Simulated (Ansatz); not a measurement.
All numbers were calculated with Ansatz.

A structure relaxed at PBE0-D4/def2-TZVP, charge 0, multiplicity 1:

```csv
atom,x (Å),y (Å),z (Å)
N1,1.621,-0.612,0.134
Ge2,0.903,-0.348,-1.551
S3,-1.283,-0.613,-1.394
Ge4,-1.597,0.832,0.302
N5,-1.007,0.241,1.929
H6,1.641,-1.584,0.413
H7,2.555,-0.234,0.232
H8,1.286,1.093,-1.928
H9,1.380,-1.358,-2.613
H10,-0.817,2.110,-0.040
H11,-3.114,1.047,0.369
H12,-1.537,-0.542,2.287
H13,-0.031,-0.031,1.860
```

Problem. Give its formula and SMILES.

Solution. Ge2H8N2S, `[NH2][GeH2][S][GeH2][NH2]`.

Problem. Point group (tolerance 0.08 Å, 0.16 Å for H)?

Solution. C1.

Problem. Summarise the bond lengths by kind.

Solution. 2 × Ge–N 1.828 to 1.851 Å; 4 × H–N 1.012 to 1.015 Å; 2 × Ge–S 2.207 to 2.250 Å; 4 × Ge–H 1.534 to 1.542 Å.
